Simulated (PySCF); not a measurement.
F2HInO, SMILES [In]([OH])([F])[F].

The structure is a stationary point at B3LYP-D3(BJ)/def2-SVP. The def2 effective core potentials stand for the cores of In; spin–orbit coupling is left out. One conformer was computed; it need not be the lowest.

These are TDDFT-LC-ωPBE/def2-SVPD (PySCF) values and carry that method's errors.

Vertical excitations. The molecule is in vacuum. State labels are in the subgroup Cs.

### Question
List the lowest excited states. (An estimate is asked for; the answer gives what the named calculation found.)

### Answer

```tsv
state	symmetry	energy (eV)	λ (nm)	f	main pairs
S1	A"	5.64	220	0.018	HOMO→LUMO 93 %
S2	A'	6.58	188	0.140	HOMO−1→LUMO 82 %
S3	A'	6.93	179	0.029	HOMO−2→LUMO 81 %
S4	A"	6.94	179	0.000	HOMO−3→LUMO 90 %
S5	A'	7.25	171	0.015	HOMO−4→LUMO 78 %
S6	A"	7.36	168	0.063	HOMO−5→LUMO 89 %
S7	A"	8.16	152	0.011	HOMO−1→LUMO+1 96 %
S8	A'	8.16	152	0.094	HOMO−6→LUMO 49 %, HOMO→LUMO+1 25 %, HOMO−3→LUMO+1 9 %
S9	A'	8.43	147	0.137	HOMO→LUMO+1 54 %, HOMO−6→LUMO 22 %
S10	A"	8.90	139	0.000	HOMO−2→LUMO+1 95 %
T1	A"	5.07	244	0	HOMO→LUMO 89 %
T2	A'	5.40	229	0	HOMO−1→LUMO 89 %
T3	A'	6.35	195	0	HOMO−2→LUMO 87 %
T4	A"	6.51	190	0	HOMO−3→LUMO 87 %
```
Triplets are in the Tamm–Dancoff approximation, which puts them higher than full response would, so one can lie above its singlet here.
